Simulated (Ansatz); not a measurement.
`[Cl][In]([Cl])[GeH3]` + `CCC#CF` → `FC#C[CH2][GeH3]` + `[CH3][In]([Cl])[Cl]`  (formal exchange of groups at a Ge–In bond)

Isolated molecules relaxed with PBE0-D4/def2-TZVP in Ansatz; ΔE leaves out vibrations. CBS: MP2 limit from def2 TZ/QZ plus the TZ coupled-cluster correction, frozen cores. DFT in def2-TZVPP. B3LYP here is the variant with VWN-RPA as its local correlation; programs differ in this. def2 core potentials past Kr. For Ge, In outer-core shells are correlated without core-valence functions, which leaves a few kJ/mol of doubt a bond. Scalar relativity is left out up to krypton.

| level | ΔE (kJ/mol) | difference from CCSD(T)/CBS |
| --- | --- | --- |
| PBE-D4 | 48.6 | 6.1 |
| PBE0 | 50.6 | 8.1 |
| B3LYP | 51.1 | 8.6 |
| HF/def2-TZVPP | 53.3 | 10.8 |
| MP2/def2-TZVPP | 34.9 | -7.6 |
| CCSD/def2-TZVPP | 41.2 | -1.3 |
| MP2/def2-QZVPP | 37.3 | -5.2 |
| SCS-MP2/def2-QZVPP | 39.5 | -3.0 |
| MP2/CBS(def2) | 38.9 | -3.6 |
| CCSD/CBS(def2) | 45.1 | 2.6 |
| CCSD(T)/CBS | 42.5 | 0 |

Largest T1 diagnostic among the species: 0.012.

In def2-TZVPP, CCSD(T) changes the Hartree–Fock value by −14.7 kJ/mol (the triples alone add −2.6 kJ/mol) and MP2 by −18.4 kJ/mol.
